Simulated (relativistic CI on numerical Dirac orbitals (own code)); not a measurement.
# Ni VII: sensitivity of the levels to the model

Base calculation: Dirac-Coulomb-Breit CI, separate exchange-only KLI orbitals for each configuration, model QED, unscaled Slater integrals.

Configurations in the expansion (outside the closed core [Ne]): 3s2 3p6 3d4, 3s2 3p5 3d5, 3s2 3p6 3d3 4s, 3s2 3p6 3d3 4p, 3s 3p6 3d5, 3s2 3p6 3d3 4d, 3s2 3p6 3d3 5s, 3s2 3p6 3d3 4f, 3s2 3p6 3d3 5p, 3s2 3p6 3d3 5d, 3s2 3p6 3d3 5f, 3s2 3p6 3d3 5g, 3s2 3p6 3d2 4s 4p, 3s2 3p6 3d2 4s2, 3s2 3p6 3d 4s2 4p, 3s2 3p6 3d 4s2 4d, 3s2 3p6 3d 4s2 5s, 3p6 3d6, 3p5 3d7. Double excitations out of closed p, d and f shells are left out; levels of such configurations are missing from the list, as are those of other unlisted configurations, and high levels can miss mixing partners.

Variants: (1) valence Slater integrals scaled by 0.9; (2) QED terms removed; (3) non-relativistic limit. Shifts of the energy above 3s2 3p6 3d4 5D_0, in cm⁻¹, for the lowest level and the first level of each name with at least 55 % of one term (blank where a level changes its place among those of its configuration and J or its character, or is not in the variant):

| Level | Base | Δ(1) | Δ(2) | Δ(3) | Measured |
| --- | --- | --- | --- | --- | --- |
| 3s2 3p6 3d4 5D_0 | 0.0 | 0.0 | 0.0 | 0.0 | 0.0 |
| 3s2 3p6 3d4 5D_1 | 267.4 | +4.2 | -1.3 | -267.4 | 279.0 |
| 3s2 3p6 3d4 5D_2 | 771.9 | +8.1 | -3.6 | -771.9 | 804.0 |
| 3s2 3p6 3d4 5D_3 | 1472.7 | +7.7 | -6.6 | -1472.7 | 1520.0 |
| 3s2 3p6 3d4 5D_4 | 2330.3 | +0.6 | -10.1 | -2330.3 | 2392.0 |
| 3s2 3p6 3d4 3H_4 | 34153.2 | -3427.0 | -2.6 | -409.1 | 31672.0 |
| 3s2 3p6 3d4 3P_0 | 34399.5 | -3493.0 | +6.1 | +1586.7 | 30077.0 |
| 3s2 3p6 3d4 3H_5 | 34709.8 | -3413.2 | -5.9 | -965.6 | 32286.0 |
| 3s2 3p6 3d4 3H_6 | 35265.7 | -3412.6 | -8.8 | -1521.5 | 32877.0 |
| 3s2 3p6 3d4 3P_1 | 36099.4 | -3481.3 | -1.4 | -113.3 | 31836.0 |
| 3s2 3p6 3d4 3F_2 | 37937.1 | -3597.4 | -4.2 |  | 34247.0 |
| 3s2 3p6 3d4 3F_3 | 37968.7 | -3624.8 | -3.4 | -949.0 | 34317.0 |
| 3s2 3p6 3d4 3F_4 | 38187.3 | -3615.5 | -4.8 | -1167.6 | 34576.0 |
| 3s2 3p6 3d4 3P_2 | 38767.8 | -3500.4 | -11.6 |  | 34555.0 |

At this charge configurations can still be misplaced by up to about 7 % of their energy. Terms inside the open d or f shell come out 10 to 20 % too wide with unscaled integrals. 40 of the 42 excited levels that our extract of the measured tables holds in this range could be paired (the sources list more); they are missed by 2103 cm⁻¹ on average and 4749 at most, and levels without a partner can miss by more.

Measured levels: Corliss and Sugar, J. Phys. Chem. Ref. Data 10, 197 (1981).

Ionisation energy from the two ground configurations alone: base 132.202 eV; valence Slater integrals scaled by 0.9 132.009 eV. The NIST ASD value (theoretical) is 132 eV.
